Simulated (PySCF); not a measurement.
methylammonium (CH6N), SMILES C[NH3+], charge +1. Atoms are numbered in the order given.

```xyz
8

C      0.0000     0.0000    -0.7984
N      0.0000     0.0000     0.7093
H      0.0000    -1.0331    -1.1395
H      0.8947     0.5166    -1.1395
H     -0.8947     0.5166    -1.1395
H     -0.8254    -0.4766     1.0813
H      0.0000     0.9531     1.0813
H      0.8254    -0.4766     1.0813
```
Charge +1, spin multiplicity 1.

Geometry: ωB97X-D3(BJ)/def2-TZVP.

Two levels are set side by side: PBE/pcJ-1 (PySCF) and PBE0/pcJ-1 (PySCF). One-bond couplings, all four terms, same geometry. Isotopes: 13C, 14N, 1H. Differences are taken from unrounded values.

| quantity | PBE0 |
|---|---|
| ¹J(C1,N2) (Hz) | 2.3 |
| ¹J(C1,H3) (Hz) | 149.7 |
| ¹J(C1,H4) (Hz) | 149.7 |
| ¹J(C1,H5) (Hz) | 149.7 |
| ¹J(N2,H6) (Hz) | 54.5 |
| ¹J(N2,H7) (Hz) | 54.5 |
| ¹J(N2,H8) (Hz) | 54.5 |

**Question.** What does PBE give, and how far is it from PBE0? (An estimate is asked for; the answer gives what the named calculation found.)

**Answer.** 
```csv
quantity,PBE,PBE minus PBE0
"¹J(C1,N2) (Hz)",0.9,-1.4
"¹J(C1,H3) (Hz)",145.3,-4.4
"¹J(C1,H4) (Hz)",145.3,-4.4
"¹J(C1,H5) (Hz)",145.3,-4.4
"¹J(N2,H6) (Hz)",52.1,-2.5
"¹J(N2,H7) (Hz)",52.1,-2.5
"¹J(N2,H8) (Hz)",52.1,-2.5
```

Rough cost on one machine, each run with all the roots and properties that it gave: PBE0 against PBE about 2 times.
